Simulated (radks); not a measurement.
Values are calculated unless marked as measured or tabulated.
Problem. Coherent X-ray form factor from a spherical all-electron density. Code: a radial shooting solver on a logarithmic mesh with Libxc functionals. Model: Dirac Kohn-Sham, PBE, spin-unpolarised, spherical densities, finite nucleus; Fermi nuclear charge, rms radius of each element as measured or else 0.836 A^(1/3) + 0.57 fm.

sin(theta)/lambda (1/angstrom)  f0 (electrons)
0.05                                    47.273
0.1                                     45.319
0.15                                    42.642
0.2                                     39.705
0.25                                    36.792
0.3                                     34.041
0.4                                     29.234
0.5                                     25.443
0.6                                     22.578
0.8                                     18.737
1                                       16.035
1.25                                    13.088
1.5                                     10.517
2                                        7.120

The species is in the configuration that NIST lists as its ground one. Which atom or ion scatters so?

Solution. The indium ion In+, [Kr] 4d10 5s2. Extrapolating in s^2 from the first two rows gives f0(0) = 47.9, near the electron count 48; among species with that count, the fall with angle is slower the higher Z, and the table is that of Z = 49; from so few rows the species is fixed only to a neighbour or two.
